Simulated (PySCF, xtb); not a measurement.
C2HCl3, SMILES C(=CCl)(Cl)Cl (connectivity only; charge and spin as stated), charge +1, multiplicity 2.

Harmonic wavenumbers (cm⁻¹) from GFN2-xTB (xtb 6.7.1) at its own minimum, in rising order: 151, 152, 259, 370, 431, 605, 761, 830, 878, 1169, 1330, 2984.

Question: What does B3LYP-D3(BJ)/def2-SVP (PySCF) give at its own minimum? (An estimate is asked for; the answer gives what the named calculation found.)

Answer: 150, 183, 293, 405, 471, 662, 805, 947, 1030, 1274, 1428, 3192. Paired by order, the mean absolute difference is 77 cm⁻¹ and the zero-point energies are 14.2 and 15.5 kcal/mol.
